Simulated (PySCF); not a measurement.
**Nonlinear optical response: 2-pyridinemethanethiol (SCc1ccccn1, C$_{6}$H$_{7}$NS)**

Cartesian coordinates in Å; atom numbers follow the order of the lines, from 1:
```xyz
15

S     3.1160    0.2137   -0.1823
C     1.8576   -0.9192    0.4971
C     0.4661   -0.3941    0.3015
C    -0.4300   -0.9877   -0.5931
C    -1.6993   -0.4348   -0.7379
C    -2.0300    0.6896    0.0125
C    -1.0656    1.2084    0.8771
N     0.1459    0.6848    1.0197
H     2.6899    1.2757    0.5353
H     2.0021   -1.8754   -0.0240
H     2.0500   -1.0754    1.5686
H    -0.1321   -1.8684   -1.1662
H    -2.4205   -0.8768   -1.4298
H    -3.0123    1.1591   -0.0676
H    -1.2889    2.0930    1.4850
```

The calculation used PySCF 2.14.0, quadratic response CAM-B3LYP/aug-cc-pVDZ first hyperpolarisability, Taylor convention, gas phase. Geometry: PBE0-D3(BJ)/def2-SVP.

Q: Give β for the processes computed.

A: In au, Taylor convention; the vector part is βᵢ = ⅓ Σⱼ (βᵢⱼⱼ + βⱼᵢⱼ + βⱼⱼᵢ); β∥ is 3/5 of the vector part along the dipole, the dipole points from − to +:
```
                   process  λ (nm)  β vector norm    β∥  β HRS  depolarisation ratio
           static β(0;0,0)       ∞           69.7  39.1   38.6                  2.71
second harmonic β(−2ω;ω,ω)    1907           73.0  41.1   40.9                  2.65
         Pockels β(−ω;ω,0)    1907           70.8  39.8      –                     –
second harmonic β(−2ω;ω,ω)    1064           80.5  45.9   47.0                  2.50
         Pockels β(−ω;ω,0)    1064           73.2  41.3      –                     –
```

Q: Which lowest excitations, dipole and polarisabilities go with it?

A: S1 5.01 eV (f = 0.014); S2 5.18 eV (f = 0.013); S3 5.38 eV (f = 0.048); dipole 2.89 D; isotropic α 98.4 au static, 98.8 au at 1907 nm, 99.6 au at 1064 nm, 99.9 au at 953.5 nm, 103.6 au at 532 nm.
